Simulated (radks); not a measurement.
Results of a calculation; reference values are marked as such.
Spin polarisation of the 3d8 shell in Ni. Start: [Ar] 3d(up 4, down 4) 4s2; electrons of 3d are moved from spin down to spin up, other shells keep equal spins. Level of theory: scalar-relativistic Kohn-Sham, LDA (Slater exchange, Perdew-Wang correlation), spin-polarised, spherical densities, point nucleus (a radial shooting solver on a logarithmic mesh with Libxc functionals).

| moment (Bohr magnetons) | E - E(0) (eV) | e(3d up) (eV) | e(3d down) (eV) | 4s down minus up (eV) |
|---|---|---|---|---|
| 0 | 0.000 | -9.140 | -9.140 | 0.000 |
| 0.5 | -0.059 | -9.370 | -8.899 | 0.085 |
| 1 | -0.236 | -9.589 | -8.646 | 0.169 |
| 1.5 | -0.530 | -9.796 | -8.381 | 0.255 |
| 2 | -0.943 | -9.991 | -8.106 | 0.341 |

At moment 2 the spin-polarisation energy is -0.943 eV and the 3d exchange splitting 1.885 eV, that is 0.942 eV per Bohr magneton; E = -I m^2/4 would give I = 0.943 eV.
